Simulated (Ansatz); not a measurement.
`CC(C)(C)O[Si]Cl` + CH₃NH₂ → `N[Si]Cl` + `COC(C)(C)C`  (formal exchange of groups at the Si–O bond)

Program: Ansatz. Geometries: PBE0-D4/def2-TZVP. ΔE: electronic, gas phase. CBS: MP2 limit from def2 TZ/QZ plus the TZ coupled-cluster correction, frozen cores. This one scheme is used for every species. DFT in def2-TZVPP. B3LYP here is the variant with VWN-RPA as its local correlation; programs differ in this. HSE06 is defined as in plane-wave codes. Each species was taken in one conformer, which may not be the lowest.

```csv
level,ΔE (kJ/mol),difference from CCSD(T)/CBS
LDA (SPW92),33.5,-7.5
revPBE-D4,41.9,0.9
BLYP-D4,48.0,7.0
r2SCAN-D4,38.4,-2.6
B97M-V,38.6,-2.4
PBE0-D4,40.1,-0.9
B3LYP-D4,46.5,5.5
r2SCANh-D4,38.5,-2.5
r2SCAN0-D4,38.5,-2.5
HSE06-D4,40.0,-1.0
BHLYP-D4,45.9,4.9
CAM-B3LYP-D4,43.9,2.9
ωB97X-V,39.6,-1.4
B2PLYP,41.9,0.9
PBE,37.3,-3.7
revPBE,38.2,-2.8
BLYP,41.4,0.4
r2SCAN,37.2,-3.8
PBE0,36.4,-4.6
B3LYP,40.5,-0.5
r2SCANh,37.1,-3.9
r2SCAN0,36.9,-4.1
BHLYP,39.8,-1.2
CAM-B3LYP,39.6,-1.4
RPA@PBE/def2-TZVPP,40.5,-0.5
HF/def2-SVP,37.3,-3.7
MP2/def2-SVP,40.3,-0.7
CCSD/def2-SVP,37.9,-3.1
CCSD(T)/def2-SVP,38.2,-2.8
HF/def2-TZVPP,40.0,-1.0
MP2/def2-TZVPP,42.9,1.9
SCS-MP2/def2-TZVPP,42.4,1.4
CCSD/def2-TZVPP,39.8,-1.2
CCSD(T)/def2-TZVPP,40.4,-0.6
HF/def2-QZVPP,40.7,-0.3
MP2/def2-QZVPP,43.5,2.5
SCS-MP2/def2-QZVPP,42.8,1.8
HF/CBS(def2),40.8,-0.2
MP2/CBS(def2),43.5,2.5
CCSD/CBS(def2),40.4,-0.6
CCSD(T)/CBS,41.0,0
```

Largest T1 diagnostic among the species: 0.013.

Leaving LDA and LC-ωPBE aside and taking each functional with its dispersion term where it has one, the values spread over 9.5 kJ/mol, from r2SCAN-D4 to BLYP-D4. LDA lies −3.9 kJ/mol from PBE without D4. The D4 term adds +6.0 kJ/mol with B3LYP and +3.7 kJ/mol with PBE0; it sums over pairs of atoms, weighted by their polarisabilities, and B3LYP, whose exchange is more repulsive, gets the larger term.
